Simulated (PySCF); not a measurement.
**Working out the excitation energy of N²⁺**

N²⁺ [He] 2s2 2p1 (2P) → N²⁺ [He] 2s2 3s1 (2S). All numbers are calculated (PySCF 2.14, the non-relativistic Hamiltonian (point nucleus), in aug-cc-pwCVDZ (5s4p2d, 27 functions)). Frozen: nothing. Energies in hartree (1 hartree = 27.21139 eV):

```
             part  N²⁺ (lower)  N²⁺ (upper)
              UHF   -52.809711   -51.788115
MP2 opposite-spin    -0.071883    -0.083090
    MP2 same-spin    -0.005189    -0.005789
```

Problem. What does Hartree-Fock give?

Solution. (-51.788115) − (-52.809711) = 1.021596 hartree = 27.799 eV.

Problem. What do MP2 and SCS-MP2 (6/5 opposite-spin, 1/3 same-spin) give?

Solution. The opposite-spin parts differ by -0.305 eV and the same-spin parts by -0.016 eV. MP2: 27.799 + (-0.305) + (-0.016) = 27.478 eV. SCS-MP2: 27.799 + 1.2 × (-0.305) + (-0.016)/3 = 27.428 eV.

A double-zeta basis recovers only part of the correlation energy.
